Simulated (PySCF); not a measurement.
# Stretching In2

Set-up: PySCF, scalar-relativistic core potentials, basis sets In cc-pVDZ-PP with ECP28. Energies in eV from In + In in their ground configurations at the same level. All curves are PBE0. state 1: ³Πu (triplet), unpaired electrons σ ↑, π ↑; state 2: Ms = 0 determinant of mixed spin (⟨S²⟩ near 1.0), unpaired electrons σ ↓, π ↑, a second solution, started from another occupation; state 3: ³Σg⁻ (triplet), unpaired electrons π ↑↑, a second solution, started from another occupation; state 4: Ms = 0 determinant of mixed spin (⟨S²⟩ near 1.0), unpaired electrons π ↑↓, a mixture of terms (⟨Lz²⟩ = 2.0), a second solution, started from another occupation.

```
R (Å)  state 1  state 2  state 3  state 4
2.634   -0.878   -0.724   -0.995  -0.8177
2.757   -1.104   -0.947   -1.066  -0.8944
2.879   -1.224   -1.064   -1.058  -0.8923
2.971   -1.265   -1.103   -1.019  -0.8573
3.063   -1.276   -1.111   -0.961  -0.8038
3.155   -1.263   -1.097   -0.892  -0.7381
3.277   -1.221   -1.052   -0.789  -0.6399
3.431   -1.140   -0.971   -0.655  -0.5103
3.614   -1.021   -0.851   -0.497  -0.3569
3.859   -0.846   -0.680   -0.303  -0.1685
```

Q: Put a parabola through the three lowest points of the state 1 curve and estimate Re, k and ωe (reduced mass 57.45 u; 1 eV/Å² = 0.16022 mdyn/Å; ωe = 1302.8·√(k/μ) cm⁻¹).

A: Through R = 2.971, 3.063, 3.155 Å the second-order coefficient is 1.42 eV/Å², so Re ≈ 3.059 Å, k ≈ 0.454 mdyn/Å and ωe ≈ 116 cm⁻¹. A polynomial fit of higher order to the unrounded PBE0 energies gives Re = 3.055 Å, k = 0.445 mdyn/Å, ωe = 115 cm⁻¹; anharmonicity and rounding make the difference.

The higher-order fit for each curve: state 1: Re = 3.055 Å, ωe = 115 cm⁻¹, De = 1.28 eV; state 2: Re = 3.047 Å, ωe = 115 cm⁻¹, minimum 1.11 eV below the ground-state fragments; state 3: Re = 2.800 Å, ωe = 144 cm⁻¹, minimum 1.07 eV below the ground-state fragments; state 4: Re = 2.811 Å, ωe = 141 cm⁻¹, minimum 0.90 eV below the ground-state fragments.

Closed-shell solutions of metal pairs were not tested for spin polarisation, which can lower them a little. Spin–orbit coupling is left out, which matters for elements this heavy, above all for dissociation energies. The state is the lowest determinant that a PBE0 search found; another state may lie lower at other levels.
